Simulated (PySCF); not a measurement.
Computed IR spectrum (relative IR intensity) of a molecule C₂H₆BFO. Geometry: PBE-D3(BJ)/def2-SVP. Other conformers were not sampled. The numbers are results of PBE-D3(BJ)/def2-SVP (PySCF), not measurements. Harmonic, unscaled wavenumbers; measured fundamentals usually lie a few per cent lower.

ν (cm⁻¹): 79 (w), 188 (vw), 291 (m), 366 (vw), 385 (m), 628 (w), 907 (w), 1069 (s), 1139 (m), 1145 (s), 1251 (m), 1314 (vs), 1355 (m), 1371 (w), 1388 (m), 1426 (w), 2857 (m), 2882 (m), 3097 (w), 3715 (w) (against the strongest line: vs over 80 %, s over 45 %, m over 15 %, w over 4 %, vw less)

Task: Identify the compound among the candidates.
A. CB(F)CO
B. CCOBF
C. CCB(O)F
D. CB(O)CF

Result: A, CB(F)CO
